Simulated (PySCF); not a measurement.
# How methods differ on the excitation energy of I⁺

I⁺ [Kr] 4d10 5s2 5p4 (3P) → I⁺ [Kr] 4d10 5s1 5p5 (3P), as a difference of total energies. Calculation: PySCF 2.14, in def2-TZVPPD with the def2 core potential (28 electrons) (7s6p4d2f, 59 functions); a scalar-relativistic core potential. Correlated levels: valence: 4s2 4p6 4d10 frozen. The calculations carry no spin-orbit coupling.

| method | excitation energy (cm⁻¹) |
| --- | --- |
| UHF | 96921 |
| MP2 (valence) | 89427 |
| SCS-MP2 (valence) | 88428 |
| CCSD (valence) | 81748 |
| CCSD(T) (valence) | 78575 |

Errors of the correlated levels include the incompleteness of this basis and the frozen core.

The coupled-cluster amplitudes are large for the upper state (T1 above 0.03 or a double amplitude above 0.15), so a single reference is strained.

Question: Which method comes closest to the reference value, and which is furthest?

Answer: The reference is 80545 cm⁻¹ (measured; NIST levels, between the centres of gravity of the two terms). Closest: CCSD (valence) (error 1202.9 cm⁻¹); furthest: UHF (error 16376 cm⁻¹).
